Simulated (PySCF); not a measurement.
Cartesian coordinates in Å; atom numbers follow the order of the lines, from 1:
```xyz
22

C    -3.551    1.354    0.187
C    -2.751    0.072    0.184
O    -1.379    0.372    0.238
Si   -0.177   -0.755    0.511
C    -0.033   -1.972   -0.903
C     1.394    0.229    0.736
C     2.541   -0.011    0.075
Si    4.117    0.973    0.313
H    -3.271    1.981   -0.673
H    -3.354    1.929    1.104
H    -4.630    1.143    0.130
H    -3.046   -0.558    1.047
H    -2.983   -0.512   -0.728
H    -0.511   -1.496    1.775
H    -0.985   -2.507   -1.048
H     0.743   -2.728   -0.704
H     0.215   -1.456   -1.843
H     1.371    1.055    1.463
H     2.563   -0.834   -0.656
H     5.231    0.084    0.770
H     4.547    1.603   -0.975
H     3.882    2.038    1.334
```

Geometry: PBE0-D3(BJ)/def2-SVP; GIAO absolute shieldings from PySCF, gas phase, non-relativistic, averaged over equivalent atoms.

At KT2/pcSseg-1 (220 basis functions, 96 s wall time on 1 thread of an Arm Neoverse N1, shared host):
```tsv
atoms	σ (ppm)
C6	31.8
C7	44.2
C2	119.5
C1	162.7
C5	189.5
O3	270.8
Si4	368.0
Si8	427.5
H18	24.15
H19	24.75
H14	25.98
H20/H21/H22	26.94
H13	27.28
H12	27.40
H9/H10/H11	29.91
H15/H16/H17	30.96
```

Question: Predict the values at PBE0/pcSseg-1 on the same geometry.

Answer: 
| atoms | σ at PBE0/pcSseg-1 | change |
| --- | --- | --- |
| C6 | 20.7 | -11.1 |
| C7 | 33.4 | -10.8 |
| C2 | 122.7 | +3.2 |
| C1 | 164.2 | +1.5 |
| C5 | 190.3 | +0.8 |
| O3 | 286.1 | +15.3 |
| Si4 | 358.6 | -9.4 |
| Si8 | 416.2 | -11.3 |
| H18 | 23.97 | -0.18 |
| H19 | 24.58 | -0.17 |
| H14 | 26.29 | +0.31 |
| H20/H21/H22 | 27.06 | +0.12 |
| H13 | 27.57 | +0.29 |
| H12 | 27.66 | +0.26 |
| H9/H10/H11 | 29.98 | +0.07 |
| H15/H16/H17 | 31.01 | +0.05 |

The largest change is at O3 (oxygen bonded to C, Si). Cost: 220 basis functions, 81 s wall time on 1 thread of an Arm Neoverse N1, shared host. The order of the carbon signals is the same at both levels.
